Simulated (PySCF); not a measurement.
Rubidium: a sound run and one with changed settings

Sound run: Rb [Kr] 5s1, Rb⁺ [Kr]. Calculation: PySCF 2.14, in def2-SVP with the def2 core potential (28 electrons); scalar relativity through the core potential. The sound run starts from symmetry-adapted Hartree-Fock orbitals and uses a fine grid where one is needed.

Changed run: initial guess atom, at most 50 SCF cycles.

| species | method | sound run (hartree) | changed run (hartree) | converged |
| --- | --- | --- | --- | --- |
| Rb | UHF | -23.80237 | -23.80237 | yes |
| Rb | PBE | -24.08185 | -24.08185 | yes |
| Rb | B3LYP | -24.09824 | -24.09824 | yes |
| Rb⁺ | UHF | -23.66254 | -23.66254 | yes |
| Rb⁺ | PBE | -23.92454 | -23.92454 | yes |
| Rb⁺ | B3LYP | -23.93932 | -23.93932 | yes |

Here the plain start reaches the same solutions.
